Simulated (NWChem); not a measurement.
Species: C2H3F2Ga; SMILES C=[CH][Ga]([F])[F]

Program: NWChem. The geometry was optimised at PBE0/def2-SVP. One conformer.

Diagonal of the polarisability tensor at PBE/def2-SVPD, static: 49.85, 68.39, 36.73 bohr³.

Problem. Find the mean polarisability volume, the molar refraction, and the refractive index that an ideal gas of it would have at 273.15 K and 1 atm.

Solution. 
1. Mean: one third of the trace = 51.65 bohr³ × 0.14818 Å³/bohr³ = 7.65 Å³.
2. Molar refraction (Lorentz-Lorenz): (4π/3) N_A α = 19.3 cm³/mol.
3. Number density p/kT = 2.687 × 10⁻⁵ Å⁻³; n − 1 = 2π N α = 12.92 × 10⁻⁴.
4. These hold the electronic response alone: vibrational and orientational terms add to the static dielectric constant.
